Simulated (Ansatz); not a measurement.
Species: C3H2F5 (charge 0, doublet). It need not be the lowest isomer of its formula. 
Geometry from a B3LYP-D3(BJ)/def2-TZVP (Ansatz, an electronic-structure program) optimisation:
```xyz
10

F      2.3657    -0.7087     0.8995
C      1.3442     0.0266     0.4557
F      1.7975     1.0753    -0.2283
C      0.2580    -0.7622    -0.2031
C     -1.0867    -0.0603    -0.1987
F     -2.0093    -0.8319    -0.8068
F     -1.5209     0.1799     1.0506
F     -1.0501     1.1143    -0.8494
H      0.1415    -1.7041     0.3303
H      0.5207    -0.9801    -1.2445
```
Charge 0, spin multiplicity 2.

Quantity: atomisation energy (electronic, to ground-state atoms), in kcal/mol. Cores are frozen in the correlated levels unless marked. UHF or UKS for open shells. No spin-orbit coupling. Non-relativistic unless marked X2C. The coupled-cluster limit lacks core correlation, which all-electron functionals hold. CBS(X,Y): correlation extrapolated as X^-3; Hartree-Fock from the larger set. [CCSD(T)-MP2]/basis is that difference in the basis named.

| level | program | atomisation energy (kcal/mol) |
|---|---|---|
| HF/STO-3G | Ansatz | 682.9 |
| HF/6-31G | Ansatz | 559.7 |
| r2SCAN-D4/def2-TZVPD | Ansatz + dftd4 | 980.5 |
| B3LYP-D3(BJ)/def2-TZVPD | Ansatz + dftd3 | 961.5 |
| PBE0/6-31G* | Ansatz | 989.0 |
| BHLYP/def2-TZVPD | Ansatz | 906.0 |
| CAM-B3LYP-D3(BJ)/def2-TZVPD | Ansatz + dftd3 | 975.2 |

**Question.** Predict the RI-MP2/CBS(cc-pVTZ,cc-pVQZ)+[CCSD(T)-MP2]/cc-pVTZ result (Ansatz).

**Answer.** 965.8 kcal/mol, so CAM-B3LYP-D3(BJ)/def2-TZVPD differs from it by 9.4 kcal/mol.
